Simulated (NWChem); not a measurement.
System: BeH2O; SMILES [OH][BeH]

```xyz
4

Be     0.0045    -0.8541     0.0001
H      0.0120    -2.1872     0.0003
O     -0.0035     0.5391    -0.0003
H     -0.0016     1.4863     0.0027
```
Atoms are numbered in this order, from 1.

Program: NWChem. Pople sets run with spherical d functions. STO-3G and 3-21G are far too small for this property and stand as cheap habits. Geometry: optimised at PBE0/def2-SVP. GIAO values for the isolated, static molecule; σ is the absolute isotropic shielding, δ = σ(reference) − σ with the isolated reference molecule computed at the same levels (1H: tetramethylsilane, 17O: water).

| level | σ Be1 (ppm) | δ H2 (ppm) | δ O3 (ppm) | δ H4 (ppm) |
|---|---|---|---|---|
| LDA (Slater exchange, VWN5)/pcSseg-1 | 104.5 | 2.94 | 57.2 | 1.77 |
| PBE0/pcSseg-1 | 108.1 | 2.97 | 38.7 | 1.74 |
| B3LYP/6-311G** | 107.5 | 3.19 | 42.7 | 1.65 |
| Hartree-Fock/STO-3G | 120.1 | 4.36 | -25.5 | 1.36 |
